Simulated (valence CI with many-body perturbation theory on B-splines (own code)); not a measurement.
Basis-set convergence for Ni14+

Computed by valence CI with perturbative core correlation (CI+MBPT): four valence electrons over a frozen Dirac-Fock core [Ne], radial functions for each j: 9 s, 9 p, 8 d, 6 f, 3 g, 1 h, with the one-electron correlation potential Σ1, the two-electron term Σ2, the three-electron term Σ3, Breit, model QED; selected CI, second order for the rest, scaled by the run's own slope (own B-spline code, finite nucleus).

No measured spectrum was set against this ion. As an estimate, levels of excited configurations hold to 0.05 to 0.15 % of their energy, terms of the ground configuration to about 0.5 %.

The reference run has the lowest level 3s2 3p2 3P_0 and an ionisation energy of 462.106 eV. Its largest variational space holds 20080 state functions.

Names give the largest LS component (configuration and term), which can be under half, so a name can repeat, a term be missing and a line seem to break the LS rules; names also repeat where a configuration has a term twice.

Changed runs:
A. basis 6 s, 6 p, 5 d, 3 f, 1 g
B. basis 5 s, 5 p, 4 d, 2 f

Excitation energies of the reference run in cm⁻¹, and shifts in cm⁻¹:

| Level | Reference | A | B |
| --- | --- | --- | --- |
| 3s2 3p2 3P_1 | 14910 | -15 | -41 |
| 3s2 3p2 3P_2 | 27406 | +5.0 | +31 |
| 3s2 3p2 1D_2 | 63002 | +103 | +389 |
| 3s2 3p2 1S_0 | 112009 | +190 | +595 |
| 3s 3p3 5S°_2 | 254468 | -203 | -639 |
| 3s 3p3 3D°_1 | 335392 | +2.7 | +46 |
| 3s 3p3 3D°_2 | 335697 | +3.0 | +49 |
| 3s 3p3 3D°_3 | 340782 | -1.1 | +35 |
| 3s 3p3 3P°_0 | 384208 | +79 | +296 |
| 3s 3p3 3P°_1 | 385619 | +74 | +279 |
| 3s 3p3 3P°_2 | 386735 | +66 | +238 |
| 3s 3p3 1D°_2 | 422899 | +73 | +135 |
| Ionisation energy (eV) | 462.106 | -0.020 | -0.060 |
